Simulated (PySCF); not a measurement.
Species: C5H4Cl2O2.
SMILES: `C#CC(=O)OCC(Cl)Cl`

Vertical excitations from PySCF (density fitting, frozen core in the response, grid level 2 and gas phase unless stated; continuum runs use non-equilibrium linear response for the excitations) on a GFN2-xTB geometry. Reference run:

```csv
settings,"S1, eV (f)","S2, eV (f)","S3, eV (f)","S4, eV (f)","S5, eV (f)","S6, eV (f)","T1, eV (Tamm–Dancoff)",mean α (au)
"PBE0/def2-SVPD, full TDDFT, 6 singlets",4.90 (0.000),5.72 (0.000),6.09 (0.114),6.19 (0.011),6.28 (0.001),6.85 (0.006),4.45,93.4
```

**Question.** What do these settings give: HCTH407/6-31G*, TDA, 25 singlets?

**Answer.** 
```json
{"settings": "HCTH407/6-31G*, TDA, 25 singlets", "S1, eV (f)": "4.58 (0.001)", "S2, eV (f)": "5.03 (0.001)", "S3, eV (f)": "5.06 (0.010)", "S4, eV (f)": "5.45 (0.003)", "S5, eV (f)": "5.54 (0.000)", "S6, eV (f)": "5.74 (0.013)", "T1, eV (Tamm–Dancoff)": "4.20", "mean α (au)": "74.3"}
```

S1 moves by -0.32 eV; functional, basis and response scheme change together, so the shift can't be laid on one. States are counted by energy in each run and needn't keep their character from row to row.

All basis functions are spherical, in the Pople sets too.

**Question.** Which orbital pairs make up S1 in each run, and how does it sit against the orbital gap?

**Answer.** 
```csv
settings,S1 configurations (weight),S1 (eV),orbital gap (eV),S1 − gap (eV)
"PBE0/def2-SVPD, full TDDFT, 6 singlets","H→L 0.74, H−2→L 0.17",4.90,6.82,-1.92
"HCTH407/6-31G*, TDA, 25 singlets",H→L 0.99,4.58,4.44,+0.14
```

Shape of the structure used: `[CH:1]#[C:2][C:3](=[O:4])[O:5][CH2:6][CH:7]([Cl:8])[Cl:9]`: C2–C3–O5–C6 -179°, C3–O5–C6–C7 -72°, O5–C6–C7–Cl8 -57°.

One conformer stands for the species.
